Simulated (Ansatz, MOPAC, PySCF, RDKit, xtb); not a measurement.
Dimer: C2H2 (SMILES C#C) (first 4 atoms) with H2S (SMILES S); geometry from B3LYP-D3(BJ)/def2-TZVP, rigid monomers moved along the line of their centres of mass till C2···H7 is 3.04 Å.
(charge 0, multiplicity 1):
```xyz
7

C     -0.5123     0.7521     0.1693
C     -0.5379    -0.4381     0.0418
H     -0.4887     1.8089     0.2820
H     -0.5590    -1.4951    -0.0700
S      1.1328    -0.4014     4.0639
H     -0.1209    -0.4168     4.5438
H      0.7107    -0.2039     2.8029
```

| level | interaction energy (kcal/mol) | minus CCSD(T)/CBS(aug-cc-pV(D+d)Z, aug-cc-pV(T+d)Z) |
|---|---|---|
| MMFF94 | -0.80 | 0.63 |
| UFF | -0.50 | 0.92 |
| GFN-FF | -1.08 | 0.34 |
| AM1 | -0.34 | 1.09 |
| PM3 | -0.42 | 1.00 |
| PM6 | -0.58 | 0.84 |
| PM7 | -1.01 | 0.41 |
| GFN1-xTB | -0.71 | 0.71 |
| GFN2-xTB | -1.25 | 0.17 |
| HF/STO-3G (no counterpoise) | -0.22 | 1.20 |
| HF/3-21G (no counterpoise) | -1.18 | 0.24 |
| HF/6-31G* | -0.61 | 0.81 |
| HF/6-31G* (no counterpoise) | -1.01 | 0.42 |
| HF/aug-cc-pV(D+d)Z | -0.55 | 0.87 |
| HF/aug-cc-pV(T+d)Z | -0.53 | 0.89 |
| PBE-D4/def2-TZVPPD | -1.72 | -0.30 |
| BP86/6-31G* (no counterpoise) | -1.13 | 0.29 |
| r2SCAN-D3(BJ)/def2-TZVPPD | -1.53 | -0.10 |
| r2SCAN-D4/def2-TZVPPD | -1.48 | -0.06 |
| B3LYP/3-21G (no counterpoise) | -1.48 | -0.06 |
| B3LYP/6-31G* | -0.88 | 0.54 |
| B3LYP/6-31G* (no counterpoise) | -1.33 | 0.09 |
| B3LYP/6-311+G** (no counterpoise) | -0.93 | 0.50 |
| B3LYP/def2-TZVPPD | -0.67 | 0.75 |
| B3LYP-D3(BJ)/def2-TZVPPD | -1.52 | -0.10 |
| B3LYP-D4/def2-TZVPPD | -1.44 | -0.02 |
| PBE0-D3(BJ)/def2-TZVPPD | -1.69 | -0.26 |
| PBE0-D4/def2-TZVPPD | -1.64 | -0.22 |
| M06-2X/6-31G* (no counterpoise) | -1.68 | -0.26 |
| wB97X-V/def2-TZVPPD | -1.44 | -0.02 |
| wB97M-V/def2-TZVPPD | -1.37 | 0.05 |
| MP2/6-31G* | -0.97 | 0.45 |
| MP2/6-31G* (no counterpoise) | -1.48 | -0.06 |
| MP2/aug-cc-pV(D+d)Z | -1.39 | 0.03 |
| MP2/aug-cc-pV(T+d)Z | -1.52 | -0.09 |
| MP2/CBS(aug-cc-pV(D+d)Z, aug-cc-pV(T+d)Z) | -1.58 | -0.16 |
| SCS-MP2/aug-cc-pV(T+d)Z | -1.24 | 0.18 |
| CCSD/aug-cc-pV(T+d)Z | -1.20 | 0.22 |
| CCSD(T)/aug-cc-pV(T+d)Z | -1.36 | 0.06 |
| CCSD(T)/CBS(aug-cc-pV(D+d)Z, aug-cc-pV(T+d)Z) | -1.42 | 0.00 |

 The comparison column counts from a level with limits of its own.

The rows run from -1.72 (PBE-D4/def2-TZVPPD) to -0.22 kcal/mol (HF/STO-3G (no counterpoise)). In aug-cc-pV(T+d)Z the value moves HF -0.53, MP2 -1.52, CCSD -1.20, CCSD(T) -1.36, a shift of -0.83 from HF to CCSD(T). From aug-cc-pV(D+d)Z to aug-cc-pV(T+d)Z MP2 changes by -0.13. The dispersion term adds -0.85 in B3LYP-D3(BJ), -0.77 in B3LYP-D4. The 3 functionals in def2-TZVPPD without D3 or D4 span 0.77, from wB97X-V to B3LYP.

Counterpoise-corrected where a basis set is named; no monomer relaxation. Rows marked so take none. RDKit's UFF carries no charges.

Frozen-core correlation. CBS: X⁻³ extrapolation of the correlation energy, Hartree–Fock from the larger set. Rows in 3-21G, 6-311+G**, 6-31G*, STO-3G carry no dispersion term and start afresh at each structure (6-31G* with six Cartesian d functions). MP2/6-31G* freezes PySCF's default core. The state that AM1, PM3, PM6, PM7 reach isn't checked; PM7 holds dispersion and hydrogen-bond terms.

The values were computed with Ansatz (Gaussian orbitals); MOPAC for AM1, PM3, PM6, PM7 (differences of heats of formation); PySCF for 3-21G rows, 6-311+G** rows, 6-31G* rows, STO-3G rows, the dispersion terms; RDKit for the force fields; xtb for the GFN methods.

Ansatz is a quantum-chemistry and plane-wave program.
